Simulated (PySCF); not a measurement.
4H-1,3,5-dioxazine (C3H5NO2), SMILES N1=COCOC1. The structure is a stationary point at ωB97X-D3(BJ)/def2-SVP. One conformer was computed; it need not be the lowest.

Computed with ωB97X-D3(BJ)/def2-SVP in PySCF 2.14.0.

Harmonic wavenumbers (cm⁻¹): 188, 331, 486, 573, 604, 890, 975, 1000, 1020, 1041, 1080, 1136, 1189, 1265, 1281, 1329, 1397, 1417, 1459, 1486, 1516, 1810, 3020, 3039, 3157, 3192, 3204. Rotational constants (GHz): 5.692, 5.486, 3.010; symmetry number 1.

### Question
Work out the zero-point energy and the ideal-gas rigid-rotor harmonic-oscillator thermochemistry at 298.15 K and 1 atm.

### Answer
ZPE = ½ Σ hcν = ½ × 39082 cm⁻¹ = 233.76 kJ/mol. H − E(el) = 248.57 kJ/mol. Entropy in J/(mol K): translation 164.45, rotation 107.28, vibration 24.99, total 296.72. G − E(el) = 160.10 kJ/mol. Cp = 77.35 J/(mol K).
